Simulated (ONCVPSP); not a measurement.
Transferability test, ONCV potential for copper

ONCVPSP 4.0.1 input, shortened (lines: element, Z, core and valence counts, functional; n l f; lmax; l rc ep ncon nbas qcut; lloc lpopt rc5 dvloc0; l nproj debl; icmod fcfact rcfact), PBE, fully relativistic:

```
  Cu 29.00    5    1        4      upf
    1    0    2.00
    2    0    2.00
    2    1    6.00
    3    0    2.00
    3    1    6.00
    3    2    9.00
    2
    0    1.70    0.23    4    8    3.80
    1    1.45    0.03    3    6    4.50
    2    1.60    0.00    3    8   10.40
    1    5    1.45    0.00
    0    2    4.00
    1    0    1.20
    2    2    3.80
    0    0.00    0.00
```

Open shells are filled in proportion to 2j + 1.

In the s channel the program set the typed energies aside and used 0.050, 4.050 Ha.

Energies are relative to the spin-unpolarised reference configuration 3d9; without spin polarisation the order of configurations can differ from experiment. The p channel is local and has no spin–orbit splitting in the pseudo-atom.

```
valence configuration  charge  ΔE all-electron (eV)  error AE − PS (meV)
             3d10 4s1       0               -29.484                 +137
                 3d10      +1               -21.333                  +16
          3d9 4s1 4p1       0               -22.671                 +148
```

Question: What are ΔE and the potential's error for 3d8?

Answer: ΔE = 39.019 eV all-electron; the error (AE − PS) is +46 meV.

Levels in the configuration 3d10:

```tsv
level	all-electron (eV)	pseudo (eV)
3d j=5/2	-13.550	-13.576
3d j=3/2	-13.823	-13.849
```

Note: no bound ghost flagged; GHOST(+) flagged for s at 114.5 eV.
